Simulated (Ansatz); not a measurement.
Ansatz (a quantum-chemistry and plane-wave program) input:

Ansatz 0.2 input:
```yaml
crystal:
  periodic: [false, false, false]
  atoms:
    - {symbol: Sb, position_ang: [-0.00000000, -0.00000000, -1.29667752]}
    - {symbol: Sb, position_ang: [0.00000000, 0.00000000, 1.29667752]}
basis:
  gaussian:
    orbitals: STO-3G
total_charge: 1
magnetization: {spin_polarized: true, initial_magnetization: 1}
correlation: {method: ccsd_t, electrons: outside_noble_gas}
```

Q: Which total energy does the run end on?

A: -12502.63317 Eh (CCSD(T)/STO-3G). The basis has 54 functions.

The program attaches cautions to this result: large difference.

The determinant is spin-contaminated: <S^2> is 2.36 against 0.75 for a pure state.
